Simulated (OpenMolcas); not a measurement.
**Ta4+: moving or changing the point charges**

Ta4+ among 8 point charges of -1.2 e arranged as a cube (Oh), 2.04 Å from the ion.
```
   1.1778    1.1778    1.1778  -1.20
   1.1778    1.1778   -1.1778  -1.20
   1.1778   -1.1778    1.1778  -1.20
   1.1778   -1.1778   -1.1778  -1.20
  -1.1778    1.1778    1.1778  -1.20
  -1.1778    1.1778   -1.1778  -1.20
  -1.1778   -1.1778    1.1778  -1.20
  -1.1778   -1.1778   -1.1778  -1.20
```

| Property | Result |
| --- | --- |
| Program | OpenMolcas |
| Method | CASSCF |
| Basis | ANO-RCC-VDZP [7s6p4d2f1g] |
| Scalar Hamiltonian | DKH2, point nucleus |
| Active space | 1 electron in 5 orbitals (5d) |
| State averaging | 2S+1 = 2 even, 5 roots |
| Spin-orbit coupling | RASSI with atomic mean-field integrals over the reference wave functions |

Runs around this geometry, states (labels of O, the rotations of Oh). Energies in cm-1 above the lowest state or level, χT in cm3 K/mol; 10Dq is the gap between the two states; 10Dq is negative for this site.

| R (Å) | q (e) | Ground state | First state of that spin | 10Dq | First gap with spin-orbit (degeneracies) | χT at 300 K |
| --- | --- | --- | --- | --- | --- | --- |
| 2.04 | -0.96 | 2E | 2T2 8339 | -8339 | 10012 (4, 4) | 0.176 |
| 1.93 | -1.2 | 2E | 2T2 13756 | -13756 | 14036 (4, 4) | 0.185 |
| 2.04 | -1.2 | 2E | 2T2 10687 | -10687 | 11623 (4, 4) | 0.172 |
| 2.24 | -1.2 | 2E | 2T2 6957 | -6957 | 9244 (4, 4) | 0.190 |

Taking |10Dq| as R^-n, n = -ln(6957 / 13756) / ln(2.24 / 1.93) = 4.6 between the shortest and longest distance. The point-charge formula for a cubic d site gives n = 5.

Scaling the charges by -0.96 / -1.2 = 0.80 scales |10Dq| by 8339 / 10687 = 0.78; with fixed orbitals a first-order splitting would follow the charge.

An orbital doublet at a regular site is open to a Jahn-Teller distortion, which this geometry leaves out. Point charges carry no covalency, so the field is a model and not that of real ligands. No measured value stands beside these numbers.
